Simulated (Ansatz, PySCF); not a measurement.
Caution: the highest occupied level lies above zero, so the state may not be bound. This singlet lies 1.12 eV below the relaxed triplet at the level frozen-core CCSD(T)/aug-cc-pVTZ // PBE0-D3(BJ)/def2-TZVPD (Ansatz, a quantum-chemistry and plane-wave program).

Cartesian coordinates (Å):
SMILES: [AlH-][Cl]
```xyz
3

Al    -0.3272     0.8545     0.0000
Cl     1.6452    -0.3326     0.0000
H     -1.3180    -0.5219     0.0000
```
Charge -1, spin multiplicity 1.

Question: What total energy and HOMO does PBE-D3(BJ)/def2-TZVPD // PBE0-D3(BJ)/def2-TZVPD in PySCF 2.14.0 give?

Answer: 
```
Quantity             Value
------------  ------------
total energy  -702.9962 Ha
HOMO               0.79 eV
```
